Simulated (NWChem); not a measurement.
System: C2H5ClF2Si; SMILES FC(F)[Si@@H](C)Cl

```xyz
11

C     -2.0126     1.0436     0.0856
Si    -0.3765     0.4596    -0.5833
Cl     1.1746     1.4660     0.3398
C     -0.1706    -1.4113    -0.1995
F      1.0594    -1.8503    -0.5619
F     -0.3236    -1.6205     1.1363
H     -2.1268     2.1298    -0.0465
H     -2.0818     0.8128     1.1594
H     -2.8465     0.5436    -0.4327
H     -0.2451     0.6431    -2.0553
H     -0.9192    -2.0412    -0.7215
```
Atoms are numbered in this order, from 1.

All runs: NWChem. Medium grid unless said otherwise, to which SCAN and Minnesota functionals are sensitive. The geometry was optimised at PBE0/def2-SVP. Hybrids' shares of exact exchange are those that their runs print; pure functionals count as 0. The functionals differ in more than this share.

| row | share of exact exchange | orbital gap (eV) |
|---|---|---|
| PBE/def2-SVP | 0.00 | 6.36 |
| BLYP/def2-SVP | 0.00 | 6.46 |
| TPSSh/def2-SVP | 0.10 | 7.72 |
| B3LYP/def2-SVP | 0.20 | 8.46 |
| M06-2X/def2-SVP | 0.54 | withheld |

Question: Fit a straight line of the last column on the one before it, predict the withheld value, and compare with the run.

Answer: 
1. Means of the 4 shown rows: x = 0.075, y = 7.250. Slope Σ(x − x̄)(y − ȳ)/Σ(x − x̄)² = 0.2890/0.02750 = 10.51; intercept 6.462.
2. The shown rows scatter about the line by 0.127 (root mean square); the largest residual is +0.21, at TPSSh/def2-SVP.
3. At x = 0.54 (M06-2X/def2-SVP; beyond the shown range) the line gives 12.14.
4. The run gives 11.13, -1.01 from the line, 8.0 times the scatter.
